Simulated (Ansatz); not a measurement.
Species: CH7BO2Si, charge 0, multiplicity 1. 
Structure (B3LYP-D3(BJ)/def2-TZVP (Ansatz, a first-principles code) minimum search):
SMILES: C[SiH2]B(O)O
```xyz
12

C      2.2095     0.4441     0.2792
Si     0.8303    -0.7765    -0.1387
B     -0.9884     0.1312    -0.0397
O     -1.1591     1.4534     0.2890
O     -2.1060    -0.5970    -0.3110
H      2.2182     1.2844    -0.4193
H      3.1894    -0.0333     0.2290
H      2.0909     0.8431     1.2897
H      1.0587    -1.3231    -1.5018
H      0.8865    -1.9198     0.8094
H     -0.3432     1.9271     0.4720
H     -2.9192    -0.0788    -0.2378
```
Charge 0, spin multiplicity 1.

Basis-set convergence of Hartree-Fock and CCSD correlation energies (hartree) with Ansatz. Correlated levels leave the core frozen unless marked. No spin-orbit coupling. Non-relativistic.

| basis | functions | E(HF) | E(corr, CCSD) |
|---|---|---|---|
| cc-pV(D+d)Z | 114 | -505.41394 | -0.75652 |
| cc-pV(T+d)Z | 257 | -505.49938 | -0.92620 |
| cc-pV(Q+d)Z | 494 | -505.51907 | -0.98196 |

Extrapolating the two largest sets (X = 3 and 4) as X^-3: E(corr) = (64·(-0.98196) - 27·(-0.92620))/37 = -1.0226 Eh, an estimate of the basis-set limit. The largest set recovers 96.0 % of it, the smallest 74.0 %.
